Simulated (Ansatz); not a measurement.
Ligand exchange: B(CH3)2Cl + C3H9AlO → B(CH3)2(OH) + C3H8AlCl

Species: B(CH3)2Cl, singlet; C3H9AlO `C[CH](C)[AlH][OH]`, singlet; B(CH3)2(OH), singlet; C3H8AlCl `C[CH](C)[AlH][Cl]`, singlet. The partners trade Cl for OH: B–Cl and Al–OH bonds give way to B–OH and Al–Cl.

Shapes, held fixed at every level: PBE0-D4/def2-TZVP. Flexible molecules stand in one conformer, not always the lowest. Programs: Ansatz 0.2.0. Electronic energies: no zero-point or thermal term.

Question: Estimate ΔE of this reaction.

Answer: The highest level, CCSD(T)/CBS estimate, gives ΔE = -69.0 kJ/mol; the levels span -82.7 to -65.6. The column of differences is taken from that level and isn't an error. No measured value is set beside it here. The CBS estimate extrapolates MP2 from def2-TZVPP and def2-QZVPP and adds CCSD(T) − MP2 in the triple-zeta set, cores frozen.

```
               level                   kind  ΔE (kJ/mol)  less CCSD(T)/CBS estimate
r2SCAN-D4/def2-TZVPP               meta-GGA        -68.6                       +0.4
  PBE0-D4/def2-TZVPP          global hybrid        -71.4                       -2.4
      MP2/def2-TZVPP    perturbation theory        -65.6                       +3.4
    CCSD(T)/def2-SVP  coupled cluster or CI        -82.4                      -13.4
       CCSD/def2-SVP  coupled cluster or CI        -82.7                      -13.7
  CCSD(T)/def2-TZVPP  coupled cluster or CI        -69.0                        0.0
     CCSD/def2-TZVPP  coupled cluster or CI        -70.2                       -1.2
CCSD(T)/CBS estimate  coupled cluster or CI        -69.0                        0.0
```
